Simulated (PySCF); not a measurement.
Species: 1-methylazulene, C11H10.
Geometry (GFN2-xTB, Å), atoms numbered from 1 in this order:
```
atom  x, y, z in Å
C1    -2.7738   -0.9678   -0.3891
C2    -1.7195    0.0562   -0.1323
C3    -1.9409    1.4180    0.0727
C4    -0.7308    2.0732    0.2810
C5     0.3040    1.1400    0.2133
C6     1.6497    1.4101    0.3698
C7     2.7230    0.5323    0.3130
C8     2.7129   -0.8372    0.0865
C9     1.6451   -1.6929   -0.1430
C10    0.2897   -1.3977   -0.2064
C11   -0.3369   -0.1769   -0.0567
H12   -2.7524   -1.7485    0.3721
H13   -2.6263   -1.4416   -1.3603
H14   -3.7574   -0.5044   -0.3791
H15   -2.9088    1.8896    0.0701
H16   -0.6079    3.1252    0.4640
H17    1.8940    2.4500    0.5614
H18    3.7004    0.9740    0.4652
H19    3.6884   -1.3108    0.0889
H20    1.9045   -2.7342   -0.2925
H21   -0.3660   -2.2395   -0.3991
```

NICS = −σ at a ghost point: NICS(0) at the centroid of the ring atoms, NICS(1) 1 Å to either side along the normal of their mean plane, zz for the tensor component along that normal. Level: GIAO PBE0/pcSseg-1 (PySCF, non-relativistic, gas phase) on the GFN2-xTB geometry, one conformer.

Ring bond lengths (Å), with Mayer bond orders in brackets: C2–C3 1.395 (1.41), C3–C4 1.392 (1.38), C4–C5 1.395 (1.38), C5–C11 1.489 (1.02), C11–C2 1.404 (1.32); C5–C6 1.381 (1.40), C6–C7 1.388 (1.43), C7–C8 1.388 (1.44), C8–C9 1.387 (1.44), C9–C10 1.389 (1.44), C10–C11 1.380 (1.43), C11–C5 1.489 (1.02).

Question: Give the NICS values of each ring in ppm.

Answer: 
| ring | type | NICS(0) | NICS(1), two faces | NICS(1)zz, two faces | rms pucker (Å) | centre to ring atoms, mean (Å) |
| --- | --- | --- | --- | --- | --- | --- |
| C2–C3–C4–C5–C11 | 5-membered carbocycle; formal bonds 4 aromatic, 1 single | -17.9 | -19.4 / -19.4 | -50.2 / -50.2 | 0.00 | 1.20 |
| C5–C6–C7–C8–C9–C10–C11 | 7-membered carbocycle; formal bonds 6 aromatic, 1 single | -5.2 | -8.1 / -8.1 | -19.8 / -19.8 | 0.00 | 1.61 |

Question: What do they say, and how far can they be read as aromaticity?

Answer: 
- C2–C3–C4–C5–C11: mean NICS(1)zz -50.2 ppm, shielded, aromatic by this magnetic criterion (flat ring, no four-coordinate atom), though in fused rings the probe also feels the neighbouring ring.
- C5–C6–C7–C8–C9–C10–C11: mean NICS(1)zz -19.8 ppm, shielded.

Question: How equal are the bonds by HOMA? HOMA = 1 − mean of α(R − Ropt)² over the ring bonds, with Krygowski's 1993 parameters (CC: Ropt 1.388 Å, α 257.7 Å⁻²).

Answer: 
- C2–C3–C4–C5–C11: HOMA 0.45 = 1 − EN − GEO, with mean bond length 1.415 Å, EN = α(Ropt − mean)² = 0.188 and GEO = α × variance = 0.359.
- C5–C6–C7–C8–C9–C10–C11: HOMA 0.62 = 1 − EN − GEO, with mean bond length 1.400 Å, EN = α(Ropt − mean)² = 0.040 and GEO = α × variance = 0.341.

Question: At the first NICS(1) probe listed for ring C5–C6–C7–C8–C9–C10–C11, 1 Å off the ring, how large is the induced field along the normal in 9.4 T applied along it?

Answer: NICSzz × B0 = -19.8 ppm × 9.4 T = -186 μT, against the applied field.

Question: Give the inner angles of the rings and the Hirshfeld charges of the ring atoms.

Answer: 
- C2–C3–C4–C5–C11: C2 108.1° (-0.018 e), C3 110.1° (-0.053 e), C4 108.8° (-0.086 e), C5 106.3° (-0.009 e), C11 106.7° (-0.012 e); sum 540.0° against 540° for a flat convex ring.
- C5–C6–C7–C8–C9–C10–C11: C5 127.8° (-0.009 e), C6 128.7° (-0.019 e), C7 128.7° (-0.057 e), C8 129.9° (-0.029 e), C9 128.9° (-0.058 e), C10 128.8° (-0.020 e), C11 127.3° (-0.012 e); sum 900.0° against 900° for a flat convex ring.

Time: 51 s. Hardware: Arm Neoverse V1, one thread, shared host. This is the whole shielding run at PBE0/pcSseg-1, SCF included.
